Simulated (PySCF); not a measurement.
C4H16OSi3, SMILES CC(C)(C)[SiH2][SiH2]O[SiH3] at its GFN2-xTB optimised geometry (Å):

```
24

C     -0.3816    -3.0001     1.2411
C      0.1119    -2.2608     0.0000
C     -0.3835    -2.9968    -1.2447
C      1.6404    -2.2608     0.0000
Si    -0.5497    -0.4552     0.0000
Si     0.0866     0.6567    -1.9147
O     -0.3331     2.2156    -1.7329
Si    -0.7198     3.6621    -1.1322
H     -0.0384    -2.5051     2.1466
H     -1.4683    -3.0325     1.2640
H     -0.0110    -4.0254     1.2536
H     -1.4712    -3.0174    -1.2735
H     -0.0261    -2.5127    -2.1525
H     -0.0274    -4.0275    -1.2485
H      2.0239    -3.2818     0.0141
H      2.0264    -1.7451     0.8774
H      2.0309    -1.7666    -0.8884
H     -2.0147    -0.5476     0.1730
H     -0.0787     0.1661     1.2556
H     -0.5973     0.2679    -3.1554
H      1.5273     0.6981    -2.2061
H      0.3085     4.0275    -0.1591
H     -0.7419     4.5679    -2.2774
H     -2.0309     3.5249    -0.4997
```

Calculation: PBE/def2-SVP (PySCF 2.14.0). Cells within 0.4 Å of a nucleus heavier than hydrogen are left out (blank, or x).

Map of the Laplacian of the electron density (e/bohr⁵), clipped to [-1.50, 1.50] on the plane z = 0.0 Å:

```
|3333333333333333333333333333333|
|3333333333333333333333333333333|
|3333333333333333333333333333333|
|3333333333333333333333333333333|
|3333333333333333333333333333333|
|3333333333333333233333333333333|
|3333333333333331133333333333333|
|3333333333333333333333333333333|
|3333333333333333333333333333333|
|3333333333333333333333333333333|
|3333333333333333333333333333333|
|3333333333333333333333333333333|
|3333333333333333333333333333333|
|3333333333333333333333333333333|
|3333333333333333333333333333333|
|3333333333333995333333333333333|
|3333333333104xx9333333333333333|
|3333333333223996333333333333333|
|3333333333333322333333333333333|
|3333333333333320334233333333333|
|333333333333333xx1xx33333333333|
|333333333333343x322x33333333333|
|3333333333333344443003333333333|
|3333333333333333333223333333333|
|3333333333333333333333333333333|
|3333333333333333333333333333333|
|3333333333333333333333333333333|
|3333333333333333333333333333333|
|3333333333333333333333333333333|
|3333333333333333333333333333333|
|3333333333333333333333333333333|
```
Scale: ten equal steps from -0.764 (start of '0') to 1.50 (end of '9'), in the order '0123456789'; x runs from -6.50 to 6.50, y from -6.50 (bottom) to 6.50 (top).
